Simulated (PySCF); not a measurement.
**Ce2O3 at several levels of theory**

Computed with PySCF 2.14.0 (density fitting, no spin-orbit coupling) at the geometry relaxed with PBE:

```xyz
5
Ce2O3 (singlet in the valence; each metal's 4f electrons, 1 of them, lie in its core potential, out of spins and levels; a saddle point, relaxed within its symmetry)
Ce   -0.5715   -0.0110    2.1347
Ce   -0.5715   -0.0110   -2.1347
O    -1.0219   -0.0197    0.0000
O     1.3431    0.0259    2.3652
O     1.3431    0.0259   -2.3652
```

```csv
level,basis,state,HOMO (eV),gap (eV),charge on Ce1 (e),population of f-type functions on Ce1 (polarisation alone where 4f lies in the core),dipole about the centre of mass (D),largest force component (eV/Å)
PBE,"Ce lcecp-1-SVP with ECP47, O def2-SVP",singlet,-4.22,1.96,0.73,0.10,11.43,0.01
```

In the lcecp rows the 4f levels are missing from HOMO and gap, and the state counts the valence alone.

Charges are Mulliken's, which hang on the basis. The relaxation used the grid (50, 194), these runs (75, 302) or, all-electron (x2c bases, spin-free X2C Hamiltonian), (99, 590).

Q: Order these levels, in the first row's basis, by the HOMO–LUMO gap they give here, smallest first.
A. CAM-B3LYP
B. B3LYP
C. r2SCAN
D. BLYP

A: D (1.81 eV), C (2.55 eV), B (3.28 eV), A (5.59 eV).

Q: And their other results?

A: 
```tsv
level	state	HOMO (eV)	gap (eV)	charge on Ce1 (e)	population of f-type functions on Ce1 (polarisation alone where 4f lies in the core)	dipole about the centre of mass (D)	largest force component (eV/Å)
BLYP	singlet	-4.10	1.81	0.72	0.09	11.47	0.50
B3LYP	singlet	-5.24	3.28	0.84	0.10	12.43	0.29
r2SCAN	singlet	-4.33	2.55	0.86	0.09	12.12	0.19
CAM-B3LYP	singlet	-6.71	5.59	0.87	0.11	13.14	0.85
```

In the first row's basis the gap widens with exact exchange: 1.8 to 2.5 eV for BLYP, PBE, r2SCAN (none); 3.3 eV for B3LYP (a fixed share); 5.6 eV for CAM-B3LYP (rising or full at long range).

An lcecp potential fixes the number of 4f electrons, so in runs with it no electron can move into or out of that shell.
